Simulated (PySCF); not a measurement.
Correlation energy of Al (aluminium, neutral)

[Ne] 3s2 4s1, 2S determinant (an excited configuration). Calculation: PySCF 2.14, in dyall-acv3z; the non-relativistic Hamiltonian (point nucleus). Frozen: 1s2; 11 electrons correlated; the 18 highest virtual orbitals of each spin left out.

```json
{"level": "CCSD", "correlation energy (mhartree)": "-338.31"}
{"level": "(T)", "correlation energy (mhartree)": "-4.95"}
{"level": "CCSD(T)", "correlation energy (mhartree)": "-343.26"}
```

Diagnostics: T1 = 0.013, D1 = 0.0568, largest double amplitude 0.088.

The outer electron is Rydberg-like, and this basis confines it to a smaller radius and binds it less than a complete one would.

Cost of the coupled-cluster step: roughly 60 core-seconds, for 11 correlated electrons.

Iterations:

```
CC2 = 0
CCSD nocc = (np.int64(6), np.int64(5)), nmo = (94, 94)
frozen orbitals [[0, 95, 96, 97, 98, 99, 100, 101, 102, 103, 104, 105, 106, 107, 108, 109, 110, 111, 112], [0, 95, 96, 97, 98, 99, 100, 101, 102, 103, 104, 105, 106, 107, 108, 109, 110, 111, 112]]
max_cycle = 100
direct = 0
conv_tol = 1e-08
conv_tol_normt = 1e-06
diis_space = 8
diis_start_cycle = 0
Init t2, MP2 energy = -0.325472600921846
Init E_corr(UCCSD) = -0.325472601001379
cycle = 1  E_corr(UCCSD) = -0.333194095613612  dE = -0.00772149461  norm(t1,t2) = 0.0553905
cycle = 2  E_corr(UCCSD) = -0.336626960667587  dE = -0.00343286505  norm(t1,t2) = 0.0234992
cycle = 3  E_corr(UCCSD) = -0.338338838882277  dE = -0.00171187821  norm(t1,t2) = 0.0115255
cycle = 4  E_corr(UCCSD) = -0.338328479426267  dE = 1.0359456e-05  norm(t1,t2) = 0.00166715
cycle = 5  E_corr(UCCSD) = -0.338297562178518  dE = 3.09172477e-05  norm(t1,t2) = 0.000724434
cycle = 6  E_corr(UCCSD) = -0.338312334002568  dE = -1.4771824e-05  norm(t1,t2) = 0.000375835
cycle = 7  E_corr(UCCSD) = -0.33831083983212  dE = 1.49417045e-06  norm(t1,t2) = 0.000113675
cycle = 8  E_corr(UCCSD) = -0.338309221615013  dE = 1.61821711e-06  norm(t1,t2) = 4.22715e-05
cycle = 9  E_corr(UCCSD) = -0.338310539687546  dE = -1.31807253e-06  norm(t1,t2) = 1.30375e-05
cycle = 10  E_corr(UCCSD) = -0.338310373180586  dE = 1.6650696e-07  norm(t1,t2) = 3.60366e-06
cycle = 11  E_corr(UCCSD) = -0.338310281558935  dE = 9.16216502e-08  norm(t1,t2) = 1.30097e-06
cycle = 12  E_corr(UCCSD) = -0.338310302842602  dE = -2.12836665e-08  norm(t1,t2) = 4.26152e-07
cycle = 13  E_corr(UCCSD) = -0.338310309478914  dE = -6.63631183e-09  norm(t1,t2) = 7.41877e-08
UCCSD converged
E(UCCSD) = -242.109080689157  E_corr = -0.3383103094789137
UCCSD(T) correction = -0.00494513250689552
```
